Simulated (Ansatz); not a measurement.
`CN[SiH2][SiH3]` and `BN[SiH2][SiH3]` differ in one atom or group.

Ansatz, PBE0-D4/def2-TZVP geometries, multiplicity 1. Each molecule was computed in one conformer, which needn't be the lowest.

| property | `CN[SiH2][SiH3]` |
| --- | --- |
| LUMO energy (PBE0/def2-TZVPP) / eV | -0.05 |
| zero-point energy (PBE0-D4/def2-TZVP) / kJ/mol | 251.7 |
| HOMO–LUMO gap (ωB97M-V/def2-TZVPP) / eV | 10.40 |
| size of the dipole moment (ωB97M-V/def2-TZVPP) / D | 1.37 |
| ideal-gas entropy at 298 K and 1 bar (rigid rotor, harmonic PBE0-D4/def2-TZVP) / J/(mol·K) | 365 |
| LUMO energy (ωB97M-V/def2-TZVPP) / eV | 1.62 |

What does the change do to each property? (Best estimate.)

Computed: 
| property | `BN[SiH2][SiH3]` | shift |
| --- | --- | --- |
| LUMO energy (PBE0/def2-TZVPP) / eV | -0.37 | -0.32 |
| zero-point energy (PBE0-D4/def2-TZVP) / kJ/mol | 211.0 | -40.7 |
| HOMO–LUMO gap (ωB97M-V/def2-TZVPP) / eV | 11.31 | 0.91 |
| size of the dipole moment (ωB97M-V/def2-TZVPP) / D | 1.30 | -0.07 |
| ideal-gas entropy at 298 K and 1 bar (rigid rotor, harmonic PBE0-D4/def2-TZVP) / J/(mol·K) | 355 | -10 |
| LUMO energy (ωB97M-V/def2-TZVPP) / eV | 1.39 | -0.23 |

With PBE0 the HOMO falls by 1.26 eV and the LUMO falls by 0.32 eV, so the gap widens by about 0.94 eV. PBE moves the HOMO by -1.41 eV and ωB97M-V by -1.16 eV. The zero-point energy changes by -40.7 kJ/mol with -3 modes. Dipoles are sizes alone; their direction can turn. Modes under 60 cm⁻¹, often nearly free rotors, make the harmonic entropy too high.
